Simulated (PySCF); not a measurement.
## Oscillator strengths, rates and cross-sections

C6H13N.
SMILES: `CCC[C@@H]1CCN1`

Level of theory: PySCF 2.14.0, density-fitted response routines, TDDFT CAM-B3LYP/def2-SVPD, vertical, gas phase, core orbitals frozen in the response. Geometry: GFN2-xTB, one conformer, isolated molecule. Torsions of this conformer, `[CH3:1][CH2:2][CH2:3][C@@H:4]1[CH2:5][CH2:6][NH:7]1`: C1–C2–C3–C4 -179°, C2–C3–C4–C5 174°.

Computed singlets with f of 0.002 or more:

```csv
state,E (eV),f
S2,6.83,0.0028
S3,7.02,0.019
S4,7.29,0.056
S5,7.78,0.0086
S6,8.11,0.012
S7,8.28,0.024
S8,8.40,0.0079
```

Problem. Turn these into Einstein A coefficients, radiative lifetimes, transition dipoles and integrated cross-sections.

Solution. A / s⁻¹ = 0.6670 f (ν̃ / cm⁻¹)² and τ = 1/A in vacuum; |μ| follows from f = (2/3) ΔE |μ|² (atomic units, 1 au = 2.5417 D); ∫σ dE = 109.76 f Mb·eV.

| state | A (s⁻¹) | τ | \|μ\| (D) | ∫σ dE (Mb·eV) |
| --- | --- | --- | --- | --- |
| S2 | 5.7×10⁶ | 180 ns | 0.33 | 0.31 |
| S3 | 4.1×10⁷ | 24 ns | 0.85 | 2.1 |
| S4 | 1.3×10⁸ | 7.8 ns | 1.42 | 6.1 |
| S5 | 2.3×10⁷ | 44 ns | 0.54 | 0.94 |
| S6 | 3.4×10⁷ | 29 ns | 0.62 | 1.3 |
| S7 | 7.2×10⁷ | 14 ns | 0.88 | 2.7 |
| S8 | 2.4×10⁷ | 42 ns | 0.50 | 0.86 |

The rates are for emission to S0 at the absorption energy, with no other channel.

Problem. What is the integrated cross-section of all computed states together?

Solution. Σf = 0.131 over S1 to S8, so 109.76 × Σf ≈ 14.4 Mb·eV.

Problem. Suppose S2 emitted 0.3 eV lower with the same transition dipole. How would A change?

Solution. At fixed |μ|, A goes as the cube of the energy: (6.53/6.83)³ = 0.87, which makes τ about 200 ns.

Problem. By what factor does the largest A in the list exceed the smallest?

Solution. S4 has 22 times the rate of S2.

On x86-64 server, one thread, no GPU, shared host, this took 83 s of wall time.
